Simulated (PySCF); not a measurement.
## The 7-electron isoelectronic series, spin-free X2C

Calculated with PySCF 2.14 from differences of total energies of unrestricted determinants, without spin-orbit coupling. Each ion has its own even-tempered basis scaled to its charge (19s12p5d5f4g for the first); frozen: nothing. Ionisation energies in eV, correlation energies of the ion in mhartree.

```
  ion      configuration      UHF      LDA      PBE     PBE0   r2SCAN  MP2 (all electrons)  E_corr MP2  NIST (with spin-orbit, Breit and QED)
Xe⁴⁷⁺  [He] 2s2 2p3 (4S)   8532.2   8526.7   8528.0   8529.3   8532.7               8532.1      -234.1                           8382 ± 4 (t)
Cs⁴⁸⁺  [He] 2s2 2p3 (4S)   8887.3   8881.6   8883.0   8884.4   8887.8               8887.2      -235.7                           8726 ± 4 (t)
Ba⁴⁹⁺  [He] 2s2 2p3 (4S)   9250.1   9244.3   9245.7   9247.1   9250.6               9250.0      -236.2                           9077 ± 4 (t)
La⁵⁰⁺  [He] 2s2 2p3 (4S)   9620.6   9614.6   9616.1   9617.6   9621.1               9620.6      -237.8                           9437 ± 4 (t)
Ce⁵¹⁺  [He] 2s2 2p3 (4S)   9999.0   9992.8   9994.3   9995.8   9999.5               9998.9      -238.5                           9803 ± 4 (t)
Pr⁵²⁺  [He] 2s2 2p3 (4S)  10385.1  10378.8  10380.3  10381.8  10385.6              10385.0      -240.1                          10175 ± 4 (t)
Nd⁵³⁺  [He] 2s2 2p3 (4S)  10779.1  10772.6  10774.2  10775.7  10779.6              10779.0      -240.9                          10555 ± 5 (t)
Pm⁵⁴⁺  [He] 2s2 2p3 (4S)  11181.0  11174.3  11176.0  11177.5  11181.5              11180.9      -242.5                          10942 ± 5 (t)
Sm⁵⁵⁺  [He] 2s2 2p3 (4S)  11590.8  11584.0  11585.7  11587.3  11591.3              11590.8      -243.5                          11337 ± 5 (t)
Eu⁵⁶⁺  [He] 2s2 2p3 (4S)  12008.6  12001.6  12003.4  12005.0  12009.1              12008.6      -245.1                          11739 ± 5 (t)
```

Each ion has its own basis, which adds noise of up to about 0.1 % along the series.

NIST values marked (s) are semi-empirical, (t) theoretical. Open shells are high-spin determinants of the terms that Hund's rules give; for the heavier ions, far from LS coupling, these are not the ground levels.

Spin-orbit coupling of the open shells is absent from the calculated values and included in NIST's; it grows fast with Z.

At high Z the X2C-1e correlation energies are inflated by the missing two-electron picture change in the 1s pairs.
